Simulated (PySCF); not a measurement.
H₂O₂S₂, SMILES S(O)SO. Atoms are numbered in the order given.

```xyz
6

O      1.8568     0.4196    -0.6945
S      0.9207    -0.4141     0.4427
S     -0.9207     0.4141     0.4427
O     -1.8568    -0.4196    -0.6945
H      1.7944    -0.0745    -1.5273
H     -1.7944     0.0745    -1.5273
```

Coordinates come from a B3LYP-D3(BJ)/def2-SVP optimisation. Other conformers were not sampled.

Calculation: PBE/def2-TZVPD run with PySCF.

Symmetry labels are those of the subgroup C2 that the program uses (full group C2).

Computed valence orbital energies around the gap with their symmetry:
```json
[
 {"orbital": "HOMO−7", "symmetry": "B", "energy (eV)": "-12.34"},
 {"orbital": "HOMO−6", "symmetry": "A", "energy (eV)": "-10.86"},
 {"orbital": "HOMO−5", "symmetry": "A", "energy (eV)": "-10.21"},
 {"orbital": "HOMO−4", "symmetry": "B", "energy (eV)": "-9.78"},
 {"orbital": "HOMO−3", "symmetry": "B", "energy (eV)": "-8.56"},
 {"orbital": "HOMO−2", "symmetry": "A", "energy (eV)": "-7.05"},
 {"orbital": "HOMO−1", "symmetry": "B", "energy (eV)": "-6.70"},
 {"orbital": "HOMO", "symmetry": "A", "energy (eV)": "-6.31"},
 {"orbital": "LUMO", "symmetry": "B", "energy (eV)": "-1.99"},
 {"orbital": "LUMO+1", "symmetry": "A", "energy (eV)": "-1.96"},
 {"orbital": "LUMO+2", "symmetry": "B", "energy (eV)": "-1.34"},
 {"orbital": "LUMO+3", "symmetry": "A", "energy (eV)": "-0.52"}
]
```
